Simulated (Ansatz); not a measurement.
Relaxation of AlFH3O2 (7 atoms, charge 0, multiplicity 2), to a largest force component of 0.03 eV/Å in at most 50 steps.

These are results of Ansatz 0.2.0, UHF/6-31G*, not measurements.

```xyz
7
Properties=species:S:1:pos:R:3
Al 0.094 -0.186 0.020
H -0.009 0.182 1.535
O 1.613 -0.323 -0.707
H 1.744 -0.558 -1.613
O -1.275 -0.490 -0.931
H -2.165 -0.461 -0.617
F -0.212 0.038 3.648
```

Q: Where does it end, and by what steps?

A: The run converged. The force dipped under the threshold on the way, but the program's further checks kept it going. After 6 steps the energy has fallen by 0.056 eV; F7 moved furthest, 0.63 Å.

| step | energy less start (eV) | largest force component (eV/Å) | accepted |
| --- | --- | --- | --- |
| 0 | 0.0000 | 0.227 | yes |
| 1 | -0.0167 | 0.167 | yes |
| 2 | -0.0412 | 0.155 | yes |
| 3 | -0.0511 | 0.077 | yes |
| 4 | -0.0547 | 0.044 | yes |
| 5 | -0.0558 | 0.022 | yes |
| 6 | -0.0560 | 0.009 | yes |

```xyz
7
Properties=species:S:1:pos:R:3
Al 0.111 -0.186 -0.089
H 0.029 0.253 1.417
O 1.623 -0.331 -0.829
H 1.746 -0.589 -1.729
O -1.269 -0.522 -1.013
H -2.157 -0.468 -0.697
F -0.293 0.045 4.274
```

The run took 35 s on 1 thread of Intel(R) Xeon(R) Platinum 8259CL CPU @ 2.50GHz (Skylake/Cascade Lake) (shared host), peak memory 0.18 GiB.
